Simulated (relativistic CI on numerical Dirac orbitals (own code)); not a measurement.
## Radial parameters of Rb XI

Calculated at this level of theory: Dirac-Coulomb-Breit CI, orbitals from a KLI potential per configuration, model QED, unscaled Slater integrals (own radial code, finite nucleus).

Slater integrals F^k, G^k are unscaled and averaged over j, outside the closed core [Ne]; ζ comes from projecting the Hamiltonian with its Breit term on Σ l·s of the shell.

- 3s2 3p6 3d9: ζ(3d) = 4906.7 cm⁻¹; <r>(3d) = 0.4966, <r^2>(3d) = 0.2958 (bohr units).
- 3s2 3p5 3d10: ζ(3p) = 50522 cm⁻¹; <r>(3p) = 0.5068, <r^2>(3p) = 0.2986 (bohr units).
- 3s2 3p6 3d8 4s: F^2(3d,3d) = 202280, F^4(3d,3d) = 128580, ζ(3d) = 5121.8, G^2(3d,4s) = 20087 cm⁻¹; <r>(3d) = 0.4868, <r^2>(3d) = 0.2837, <r>(4s) = 1.159, <r^2>(4s) = 1.507 (bohr units).

Give the Racah parameters of the d shell in 3s2 3p6 3d8 4s.

B = F²/49 − 5F⁴/441 = 2670 cm⁻¹ and C = 35F⁴/441 = 10205 cm⁻¹.

Averages of the first 10 configurations, taken without configuration mixing, which lowers the lowest level and can move excited configurations by several eV; other configurations of the list can lie among them:

| Configuration | Parity | States | Average energy above the lowest level (eV) |
| --- | --- | --- | --- |
| 3s2 3p6 3d9 | even | 10 | 0.7 |
| 3s2 3p5 3d10 | odd | 6 | 134.6 |
| 3s 3p6 3d10 | even | 2 | 215.2 |
| 3s2 3p6 3d8 4s | even | 90 | 120.5 |
| 3s2 3p6 3d8 4p | odd | 270 | 143.4 |
| 3s2 3p6 3d8 4d | even | 450 | 178.7 |
| 3s2 3p6 3d7 4s2 | even | 120 | 253.5 |
| 3s2 3p6 3d7 4s 4p | odd | 1440 | 274.5 |
| 3s2 3p6 3d8 4f | odd | 630 | 210.8 |
| 3s2 3p6 3d8 5s | even | 90 | 210.0 |
